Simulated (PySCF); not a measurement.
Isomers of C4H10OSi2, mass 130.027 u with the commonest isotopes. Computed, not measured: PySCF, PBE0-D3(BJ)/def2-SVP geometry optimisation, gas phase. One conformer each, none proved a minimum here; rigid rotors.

**Question.** Order these by rotational constant B, smallest first.
A. `[CH3:1][O:2][C:3]([SiH3:4])=[C:5]=[CH:6][SiH3:7]` with C1–O2–C3–Si4 -179°
B. `[SiH3:1][O:2][C@@H:3]1[CH:4]=[CH:5][CH2:6][SiH2:7]1` with Si1–O2–C3–C4 -163°
C. `[SiH3:1][O:2][SiH:3]1[CH2:4][CH:5]=[CH:6][CH2:7]1` with Si1–O2–Si3–C4 -109°, O2–Si3–C4–C5 105°, Si3–C4–C5–C6 9°, C5–C6–C7–Si3 -9°, O2–Si3–C7–C6 -104°

**Answer.** A (957.2 MHz), B (1069 MHz), C (1102 MHz).

**Question.** Order these by rotational constant A, smallest first.
A. `[SiH3:1][O:2][C@@H:3]1[CH:4]=[CH:5][CH2:6][SiH2:7]1` with Si1–O2–C3–C4 -163°
B. `[CH3:1][O:2][C:3]([SiH3:4])=[C:5]=[CH:6][SiH3:7]` with C1–O2–C3–Si4 -179°
C. `[SiH3:1][O:2][SiH:3]1[CH2:4][CH:5]=[CH:6][CH2:7]1` with Si1–O2–Si3–C4 -109°, O2–Si3–C4–C5 105°, Si3–C4–C5–C6 9°, C5–C6–C7–Si3 -9°, O2–Si3–C7–C6 -104°

**Answer.** B (2216 MHz), C (3266 MHz), A (3886 MHz).

**Question.** Order these by radius of gyration √(Σ m r²/M), largest first.
A. `[CH3:1][O:2][C:3]([SiH3:4])=[C:5]=[CH:6][SiH3:7]` with C1–O2–C3–Si4 -179°
B. `[SiH3:1][O:2][C@@H:3]1[CH:4]=[CH:5][CH2:6][SiH2:7]1` with Si1–O2–C3–C4 -163°
C. `[SiH3:1][O:2][SiH:3]1[CH2:4][CH:5]=[CH:6][CH2:7]1` with Si1–O2–Si3–C4 -109°, O2–Si3–C4–C5 105°, Si3–C4–C5–C6 9°, C5–C6–C7–Si3 -9°, O2–Si3–C7–C6 -104°

**Answer.** A (2.364 Å), B (2.123 Å), C (2.058 Å).

| SMILES | point group | Ia (u·Å²) | Ib (u·Å²) | Ic (u·Å²) | κ | μa (D) | μb (D) | μc (D) |
| --- | --- | --- | --- | --- | --- | --- | --- | --- |
| [SiH3]O[SiH]1CC=CC1 | C1 | 154.75 | 458.58 | 488.47 | -0.94 | 0.60 | 0.45 | 0.01 |
| COC([SiH3])=C=C[SiH3] | C1 | 228.03 | 527.98 | 697.12 | -0.69 | 0.55 | 0.99 | 0.45 |
| [SiH3]O[C@@H]1C=CC[SiH2]1 | C1 | 130.06 | 472.78 | 569.37 | -0.88 | 0.94 | 0.21 | 0.63 |
